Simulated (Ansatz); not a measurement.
C2H8BNO can be A, `COB(C)N`, or B, `CBNCO`.

Calculated with Ansatz (gas phase, PBE0-D4/def2-TZVP geometries, no zero-point term in ΔE). CCSD(T)/CBS is the MP2 limit (def2-TZVPP, def2-QZVPP) plus CCSD(T) − MP2 in def2-TZVPP, frozen cores. Functionals use def2-TZVPP. B3LYP here is the variant with VWN-RPA as its local correlation; programs differ in this. One conformer a species, not always the lowest.

Problem. Which isomer does CCSD(T)/CBS put lower? Give the gap. (Estimate.)

Solution. Computed: A, by 148.6 kJ/mol.

Problem. Give E(B) − E(A) in kJ/mol with CCSD/def2-TZVPP, ωB97M-V, B3LYP-D4, B2PLYP, MP2/def2-TZVPP, CCSD(T)/def2-TZVPP, PBE0-D4. (Best estimate.)

Solution. Computed: CCSD/def2-TZVPP 148.9, ωB97M-V 149.7, B3LYP-D4 150.5, B2PLYP 149.7, MP2/def2-TZVPP 150.1, CCSD(T)/def2-TZVPP 147.5, PBE0-D4 144.9. None reverses the order clearly.

Largest T1 diagnostic: 0.012.

In def2-TZVPP, CCSD(T) changes the Hartree–Fock value by −7.3 kJ/mol (the triples alone add −1.5 kJ/mol) and MP2 by −4.7 kJ/mol. From PBE to PBE0 (25 % exact exchange), in def2-TZVPP and without D4, E(B) − E(A) moves by +3.7 kJ/mol.
